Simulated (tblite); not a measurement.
C4H10OP2Si.
Atom-mapped SMILES: `[O:1]=[P@@:2]1([PH2:3])[CH:4]=[C:5]([SiH3:6])[CH2:7][CH2:8]1` (hydrogens: H9, H10 on P3; H11 on C4; H12, H13, H14 on Si6; H15, H16 on C7; H17, H18 on C8)

Geometry (GFN2-xTB, Å), atoms numbered from 1 in this order:
```
atom  x, y, z in Å
O1    -2.576   -1.784    0.310
P2    -1.709   -0.632    0.019
P3    -2.866    1.220   -0.143
C4    -0.249   -0.364    1.067
C5     0.838   -0.095    0.349
Si6    2.553    0.234    1.062
C7     0.635   -0.024   -1.143
C8    -0.671   -0.728   -1.504
H9    -1.770    2.033    0.131
H10   -3.220    1.123    1.199
H11   -0.290   -0.434    2.141
H12    3.472   -0.762    0.510
H13    2.962    1.576    0.637
H14    2.489    0.153    2.519
H15    1.487   -0.462   -1.668
H16    0.589    1.032   -1.428
H17   -1.171   -0.287   -2.367
H18   -0.512   -1.791   -1.702
```

Method: GFN2-xTB as coded in tblite; computed harmonic values from a numerical Hessian at the method's own geometry, unscaled. This tight-binding method is rough: wavenumbers can miss measured ones by several per cent, in bad cases by 10 to 20. Modes of hydrogen on phosphorus and silicon can be 10 to 20 % off. One conformer, not necessarily the lowest.

Harmonic wavenumbers (cm⁻¹): 54.6, 71.6, 88.6, 124.2, 164.1, 178.0, 208.1, 277.8, 304.5, 357.1, 385.3, 463.2, 494.1, 537.5, 563.1, 692.0, 709.8, 737.1, 738.9, 768.9, 775.6, 779.2, 782.6, 785.8, 849.2, 937.5, 1003.0, 1052.2, 1084.8, 1105.3, 1152.7, 1176.2, 1220.4, 1257.0, 1300.5, 1430.6, 1471.6, 1627.6, 2246.9, 2266.9, 2268.4, 2296.9, 2329.5, 2930.9, 2956.3, 2970.9, 2976.0, 3091.9.

A = 2189, B = 672.2, C = 644.5 MHz; mass 163.998 u (most abundant isotopes); point group C1, symmetry number 1.

Zero-point energy?

Half the sum of the wavenumbers: 27022 cm⁻¹ = 323.26 kJ/mol.

Entropy at 298.15 K, 1 bar (ideal gas, RRHO, classical rotation)?

Translation 172.46, rotation 126.38, vibration 138.42: S = 437.3 J/(mol K).

And Cp and H(298.15 K) − H(0)?

Cp = 179.03 J/(mol K), of which vibrations give 145.77 (their classical limit is 48 R = 399.1); H(298.15 K) − H(0) = 31.96 kJ/mol without the zero-point energy, 22.04 from vibrations.

How do the functions run with temperature in this model?

| T (K) | S (J/(mol K)) | Cp (J/(mol K)) | H − H(0) (kJ/mol) | G − H(0) (kJ/mol) | ln q(vib) |
| --- | --- | --- | --- | --- | --- |
| 150 | 341.0 | 108.8 | 10.59 | -40.55 | 3.32 |
| 250 | 407.7 | 156.8 | 23.87 | -78.06 | 6.32 |
| 400 | 495.8 | 220.1 | 52.36 | -145.97 | 10.77 |
| 600 | 596.9 | 278.2 | 102.61 | -255.54 | 16.48 |
| 900 | 720.8 | 331.5 | 194.79 | -453.90 | 24.30 |

q(vib) and H(0) count from the zero-point level.

Which modes carry the vibrational entropy at 298.15 K?

54.6 cm⁻¹: 19.43; 71.6 cm⁻¹: 17.19; 88.6 cm⁻¹: 15.44; 124.2 cm⁻¹: 12.69; 164.1 cm⁻¹: 10.47; 178.0 cm⁻¹: 9.83 J/(mol K); the other 42 give 53.37 together.

What must be added to the electronic energy to get the Gibbs energy at 298.15 K and 1 bar?

ZPE + [H(298.15 K) − H(0)] − T·S = 323.26 + 31.96 − 130.37 = 224.85 kJ/mol.

Blend soft modes into free rotors: weight 1/[1 + (100 cm⁻¹/ν̃)⁴] for the oscillator and the rest for a rotor with moment μB/(μ + B), μ = h/(8π²ν), B = 10⁻⁴⁴ kg m². What vibrational entropy results?

128.46 J/(mol K) in place of 138.42, which changes −T·S at 298.15 K by +2.97 kJ/mol.

Hindered rotation and anharmonicity are outside this model. Other conformers, if any are populated, would add a mixing term that is left out. The structure is chiral; the term R ln 2 for an equal mix with its mirror image is left out.

Hardware: one thread of an Arm Neoverse V2, on a shared host. The figure is for the frequency step alone.
